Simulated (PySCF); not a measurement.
One of the candidates below gave these computed data.

All candidates are C2H6PSi2 (doublet state).

| technique | computed result |
| --- | --- |
| Rotational structure | rotational constants A, B, C: 3.181, 1.565, 1.167 GHz [PBE0-D3(BJ)/def2-SVP] |
| EPR couplings | largest isotropic hyperfine couplings (means over sets of like nuclei): 29Si -527.1, 1H +53.2 (×2), 29Si -26.6, 31P +23.7, 1H +20.0 MHz [unrestricted B3LYP/IGLO-III on C P Si, pcH-1 on H, mean-field spin–orbit] |
| Dipole | 1.32 D [PBE0-D3(BJ)/def2-SVP] |
| EPR g | 2.00430 [unrestricted B3LYP/IGLO-III on C P Si, pcH-1 on H, mean-field spin–orbit] |

Gas-phase values; electronic properties from PySCF, density fitting. Levels stand in brackets. Geometry: PBE0-D3(BJ)/def2-SVP, one conformer, isolated molecule. Couplings of like nuclei are plain means over topologically equivalent atoms, as if these changed places fast (by rotation of a methyl-like group, say); in this geometry the members of some sets differ.

**Question.** Which candidate is it?
A. `C#C[SiH2][P][SiH3]` [doublet state]
B. `C#C[SiH2]P[SiH2]` [doublet state]
C. `C#C[SiH]P[SiH3]` [doublet state]

**Answer.** B. It is `C#C[SiH2]P[SiH2]` [doublet state]. Numbering: `[CH:1]#[C:2][SiH2:3][PH:4][SiH2:5]`. The optimised geometry has point group C1 and is an asymmetric top. The largest Mulliken spin population (0.84) sits on a silicon bonded to P and 2 H [Si5]. The couplings belong to: 29Si -527.1 MHz, silicon bonded to P and 2 H [Si5]; 1H +53.2 MHz, hydrogen on Si5; 29Si -26.6 MHz, silicon bonded to C, P and 2 H [Si3]; 31P +23.7 MHz, phosphorus bonded to 2 Si and H [P4]; 1H +20.0 MHz, hydrogen on P4.

The others, at the same levels:
- `C#C[SiH]P[SiH3]` [doublet state] fails: its computed isotropic g value is 2.00354 (against 2.00430) and dipole moment is 0.84 D (against 1.32 D).
- `C#C[SiH2][P][SiH3]` [doublet state] fails: its computed isotropic g value is 2.0128 (against 2.00430), rotational constant A is 3.017 GHz (against 3.181 GHz) and smallest rotational constant is 1.217 GHz (against 1.167 GHz).

Each candidate is one conformer, not necessarily the lowest. The conformers computed, where there is a choice (atom-mapped SMILES and torsion angles):
- `[CH:1]#[C:2][SiH2:3][PH:4][SiH2:5]`: C2–Si3–P4–Si5 50°
- `[CH:1]#[C:2][SiH:3][PH:4][SiH3:5]`: C2–Si3–P4–Si5 -64°
- `[CH:1]#[C:2][SiH2:3][P:4][SiH3:5]`: C2–Si3–P4–Si5 -48°
